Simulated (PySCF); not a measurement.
C2H6SSe, SMILES C[Se]SC. Geometry: ωB97X-D3(BJ)/def2-SVP. Other conformers were not sampled.

Q: Give the equilibrium geometry at ωB97X-D3(BJ)/def2-SVP (PySCF confirms it by a frequency run) as bond lengths and angles. (An estimate is asked for; the answer gives what the named calculation found.)

A: This is not unique; one that fits is 
Atoms: Se1 C2 H3 H4 H5 S6 C7 H8 H9 H10. Bonded distances (Å): Se1–C2 1.943, Se1–S6 2.185, C2–H3 1.098, C2–H4 1.101, C2–H5 1.098, S6–C7 1.813, C7–H8 1.099, C7–H9 1.101, C7–H10 1.099. Angles (°): C2–Se1–S6 98.9, Se1–C2–H3 109.9, Se1–C2–H4 107.0, Se1–C2–H5 110.6, H3–C2–H4 109.7, H3–C2–H5 110.3, H4–C2–H5 109.2, Se1–S6–C7 101.8, S6–C7–H8 110.9, S6–C7–H9 106.5, S6–C7–H10 111.3, H8–C7–H9 109.2, H8–C7–H10 109.9, H9–C7–H10 108.9.
Charge 0, spin multiplicity 1.
